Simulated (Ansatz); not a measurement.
Two isomers of C2H6ClNSi: A = `CN(C)[Si]Cl`, B = `N=C([SiH3])CCl`.

Computed with Ansatz on PBE0-D4/def2-TZVP structures; ΔE is electronic, products minus reactants. CCSD(T)/CBS adds triple-zeta CCSD(T) − MP2 to the extrapolated MP2 energy (def2 sets, frozen cores). DFT in def2-TZVPP. B3LYP here is the variant with VWN-RPA as its local correlation; programs differ in this. One conformer a species, not always the lowest.

Which isomer does CCSD(T)/CBS put lower? Give the gap. (Best estimate.)

The calculation gave: A, by 45.9 kcal/mol.

Give E(B) − E(A) in kcal/mol with B3LYP-D4, ωB97M-V, MP2/def2-TZVPP, CCSD(T)/def2-TZVPP, PBE0-D4, CCSD/def2-TZVPP, B2PLYP. (An estimate is asked.)

Ansatz gave: B3LYP-D4 46.7, ωB97M-V 48.3, MP2/def2-TZVPP 46.9, CCSD(T)/def2-TZVPP 45.3, PBE0-D4 47.0, CCSD/def2-TZVPP 45.7, B2PLYP 46.1. None reverses the order clearly.

Largest T1 diagnostic: 0.013.

In def2-TZVPP, CCSD(T) changes the Hartree–Fock value by +2.8 kcal/mol (the triples alone add −0.4 kcal/mol) and MP2 by +4.3 kcal/mol. From PBE to PBE0 (25 % exact exchange), in def2-TZVPP and without D4, E(B) − E(A) moves by +0.8 kcal/mol.
